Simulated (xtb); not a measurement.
A run for xtb: GFN1-xTB on CH3 (SMILES [CH3]).

```
$ xtb mol.xyz --gfn 1 --sp --chrg 0 --uhf 1
4

C     -0.00000164    -0.00002686     0.00013410
H      1.06844615    -0.14744695     0.02926680
H     -0.66112860    -0.85164254    -0.04259704
H     -0.40731591     0.99901636     0.01319614
```

**Question.** Predict the final total energy.

**Answer.** -3.6315 hartree.
